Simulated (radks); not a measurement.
Spherical jellium clusters: N electrons in a uniform positive sphere of charge N and radius rs N^(1/3), rs = 5.39 bohr. Calculated with a radial shooting solver with Libxc functionals: non-relativistic Kohn-Sham, LDA (Slater exchange, Perdew-Wang correlation), spin-polarised, spherical densities. Levels are named by radial order and angular momentum (1s, 1p, 1d, 2s, ...), and open shells are averaged over m.

N = 27, configuration 1s2 1p6 1d10 2s2 1f(up 7, down 0). This is the lowest configuration that the search found. Occupied and some empty levels:

level    occupation  eigenvalue (eV)  <r> (bohr)
1s up             1          -3.7270       10.28
1s down           1          -3.5633       9.458
1p up             3          -3.3963       11.74
1p down           3          -3.1707       11.41
1d up             5          -2.9467       12.70
1d down           5          -2.6933       12.60
2s up             1          -2.6202       9.404
2s down           1          -2.5120       9.917
1f up             7          -2.3931       13.46
1f down           0          -2.1303       13.50
2p up             0          -1.8974       11.13
2p down           0          -1.7858       11.26
1g up             0          -1.7505       14.17
1g down           0          -1.4910       14.31
2d up             0          -1.1807       13.07
2d down           0          -1.0554       13.18

Energy (eV): total -49.2805, kinetic 28.082, external -1467.0, Hartree 731.70, exchange-correlation -78.122, background 736.07.
